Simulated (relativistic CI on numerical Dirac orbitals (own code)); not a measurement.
Method of calculation: Dirac-Coulomb-Breit CI, orbitals from a KLI potential per configuration, a model potential for QED, unscaled Slater integrals (own radial code, finite nucleus).

The strongest absorption lines from the ground level of an ion, among the configurations computed and to levels below about 6120 eV (vacuum wavelength in Å, gf): 2.7293 (1.8), 2.7298 (2.2), 2.7325 (0.84), 2.7434 (0.76), 2.8868 (1.8), 2.8958 (0.77), 2.8990 (0.72), 2.9037 (2.2).

**Question.** Which ion is it?
A. Ru XXXVI
B. Te XLVI
C. Cd XL
D. Te XLIV

**Answer.** D. Te XLIV has 9 electrons and the ground level 2s2.2p5 2P°_3/2; the strongest line goes to 2s2.2p4.3d 2F_5/2. The pattern of lines fixes the number of electrons, and along that sequence the line energies rise steadily with the charge (about as its square where n changes within one kind of shell, about linearly where n is kept but much faster in heavy ions where fine structure, which grows about as Z⁴, sets the gap, and irregularly where shells cross), which fixes Z. Configurations outside the model, such as inner-shell arrays, can give stronger lines. At this charge energies of transitions that change n are usually good to better than 1 %, and those within a shell (Δn = 0) to a few per cent.

LS names give the leading component of a level, which can be under half, so a name can repeat, a term be missing and a line seem to break the LS rules.
